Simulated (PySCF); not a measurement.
PySCF 2.14 output of a UHF calculation on a single atom or ion in aug-cc-pwCVTZ-DK3 with one added diffuse shell each of s, p, d, f type (11s10p8d5f1g, 125 functions), with scalar relativity by spin-free X2C-1e:

```
SCF conv_tol = 1e-09
number electrons alpha = 28  beta = 24
cycle= 1 E= -6790.41148121544  delta_E= -0.000493  |g|= 0.00546  |ddm|= 0.0281
cycle= 2 E= -6790.41152696643  delta_E= -4.58e-05  |g|= 0.00195  |ddm|= 0.00911
cycle= 3 E= -6790.41153731556  delta_E= -1.03e-05  |g|= 0.00056  |ddm|= 0.00812
cycle= 4 E= -6790.41153915547  delta_E= -1.84e-06  |g|= 0.000312  |ddm|= 0.00502
cycle= 5 E= -6790.4115397359  delta_E= -5.8e-07  |g|= 0.000126  |ddm|= 0.00342
cycle= 6 E= -6790.41153985587  delta_E= -1.2e-07  |g|= 1.97e-05  |ddm|= 0.00229
cycle= 7 E= -6790.41153985725  delta_E= -1.37e-09  |g|= 1.93e-06  |ddm|= 0.000253
cycle= 8 E= -6790.41153985724  delta_E= 3.64e-12  |g|= 4.18e-07  |ddm|= 1.35e-05
converged SCF energy = -6790.41153985724  <S^2> = 6.0020988  2S+1 = 5.0008395
```

The run itself started from symmetry-adapted Hartree-Fock orbitals and held the occupation by maximum overlap, so the iterations belong to that start.

**Question.** Which element, charge and spin multiplicity is this?

**Answer.** Te (tellurium, neutral), multiplicity 5; the state was [Kr] 4d10 5s2 5p3 5d1, high-spin 5D determinant (an excited configuration).

The outer electron is Rydberg-like, and this basis confines it to a smaller radius and binds it less than a complete one would.
